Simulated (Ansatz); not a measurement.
Cost and result for the atomization energy of C2H6GeOSi (`[OH][GeH2][C]#C[SiH3]`) (11 atoms, 10 bonds).

Cartesian coordinates in Å:
```
O 0.174 -2.193 -2.259
Ge 0.658 -2.072 -0.554
C 0.226 -0.330 0.089
C -0.066 0.777 0.494
Si -0.497 2.444 1.100
H -0.730 -1.906 -2.405
H -0.099 -3.099 0.301
H 2.170 -2.289 -0.553
H -1.969 2.614 1.054
H -0.019 2.593 2.496
H 0.151 3.462 0.237
```

The species carries charge 0 and has multiplicity 1. Correlated methods include outer-core shells of Ge, which these sets cover unevenly. Scalar relativity is left out up to krypton. The structure was optimised at the PBE0-D4/def2-TZVP level. It is one conformer, not always the lowest. Program: Ansatz. All runs use 4 threads of an AMD EPYC 9R45 on a shared host. Times are those of one run each, without the atoms' runs, and a repeat can differ threefold. Electronic energies, without spin–orbit coupling; frozen cores. CCSD(T)/CBS adds CCSD(T) − MP2 in def2-TZVPP to the MP2 limit, and its time is that of the two runs behind it. T1 = 0.012. With those shells the extrapolation isn't a true limit. B3LYP takes the VWN-RPA correlation (the form of Gaussian; ORCA's B3LYP/G).

CCSD(T)/CBS is a level of theory with its own doubt, some kJ/mol a heavy atom from the limit and from the frozen cores, so smaller differences don't rank the functionals.

```
                             level  functions  wall time  atomization (kcal/mol)  difference from CCSD(T)/CBS  per bond
   PBE-D4/def2-TZVPP (with forces)        267      1.5 s                   941.9                          5.5       0.5
                PBE0-D4/def2-TZVPP        267        2 s                   925.4                        -11.0      -1.1
r2SCAN-D4/def2-TZVPP (with forces)        267      2.4 s                   933.4                         -3.0      -0.3
 B3LYP-D4/def2-TZVPP (with forces)        267        3 s                   928.3                         -8.1      -0.8
                 B2PLYP/def2-TZVPP        267      3.5 s                   923.8                        -12.6      -1.3
                ωB97X-V/def2-TZVPP        267      4.4 s                   935.4                         -1.0      -0.1
  ωB97M-V/def2-TZVPP (with forces)        267      6.5 s                   931.2                         -5.2      -0.5
                    MP2/def2-QZVPP        510       14 s                   943.1                          6.7       0.7
                CCSD(T)/def2-TZVPP        267      110 s                   914.1                        -22.3      -2.2
                 CCSD(T)/CBS(def2)          –    2.1 min                   936.4                          0.0       0.0
```

From PBE to PBE0 (25 % exact exchange), in def2-TZVPP and without D4, the atomization energy moves by −15.7 kcal/mol: exact exchange takes away binding that semilocal exchange gives to molecules. In def2-TZVPP, CCSD(T) changes the Hartree–Fock value by +240.1 kcal/mol (the triples alone add +15.7 kcal/mol) and MP2 by +256.0 kcal/mol; breaking electron pairs costs correlation energy, which Hartree–Fock lacks. The D4 term adds +8.5 kcal/mol with B3LYP and +4.5 kcal/mol with PBE0; it sums over pairs of atoms, weighted by their polarisabilities, and B3LYP, whose exchange is more repulsive, gets the larger term.
